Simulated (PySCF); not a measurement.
Species: C4H9F3Si.
SMILES with atom numbers: `[F:1][CH2:2][CH2:3][CH2:4][CH2:5][SiH:6]([F:7])[F:8]` (hydrogens: H9, H10 on C2; H11, H12 on C3; H13, H14 on C4; H15, H16 on C5; H17 on Si6)

The calculation used PySCF, TDDFT wB97X-D/def2-SVPD, vertical, gas phase, core orbitals frozen in the response. One conformer (not necessarily the lowest) at the GFN2-xTB geometry, without solvent, vibrations or thermal averaging. Torsions of this conformer, `[F:1][CH2:2][CH2:3][CH2:4][CH2:5][SiH:6]([F:7])[F:8]`: F1–C2–C3–C4 -66°, C2–C3–C4–C5 178°, C3–C4–C5–Si6 179°, C4–C5–Si6–F7 -173°.

Each state is given a Gaussian of 0.5 eV full width at half maximum, with ε(max) = 2.175×10⁸ f / Δν̃ (Δν̃ the width in cm⁻¹). The width is an assumption, not a result. The curve ends short of the highest state used, and states not computed would add to its high-energy end.

| λ (nm) | ε (L mol⁻¹ cm⁻¹) |
| --- | --- |
| 133.1 | 4143 |
| 134.5 | 3405 |
| 135.8 | 2898 |
| 137.2 | 2694 |
| 138.5 | 2807 |
| 139.9 | 3063 |
| 141.2 | 3182 |
| 142.5 | 3025 |
| 143.9 | 2546 |
| 145.2 | 1945 |
| 146.6 | 1315 |
| 147.9 | 853 |
| 149.2 | 535 |
| 150.6 | 323 |
| 151.9 | 204 |
| 153.3 | 125 |
| 154.6 | 77 |
| 156.0 | 43 |
| 157.3 | 23 |
| 158.6 | 12 |
| 160.0 | 5 |
| 161.3 | 2 |
| 162.7 | 1 |
| 164.0 | 0 |

**Question.** Where are the band maxima, and which computed states make them?

**Answer.** 141 nm (8.78 eV), ε about 3200, made up of S2 (89%) (ε in L mol⁻¹ cm⁻¹; maxima over ε = 5, shares over 10%). At its high-energy end, 9.31 eV, the curve is still rising (ε about 4100, from S3, S4, S5 and S7). The states used: S1 8.31 eV (f 0.0032); S2 8.74 eV (f 0.054); S3 9.09 eV (f 0.015); S4 9.38 eV (f 0.048); S5 9.52 eV (f 0.013); S6 9.60 eV (f 0.0024); S7 9.71 eV (f 0.061); S8 9.91 eV (f 0.013).

**Question.** Coming from long wavelengths, where does ε first pass 100 L mol⁻¹ cm⁻¹?

**Answer.** At about 154 nm (8.06 eV), 0.25 eV below S1.

**Question.** What would ε be at 8.78 eV, the highest of these maxima, with half the width (0.25 eV)?

**Answer.** About 5450 L mol⁻¹ cm⁻¹ against 3180, a factor of about 1.7; a lone state at its own centre would give exactly 2.
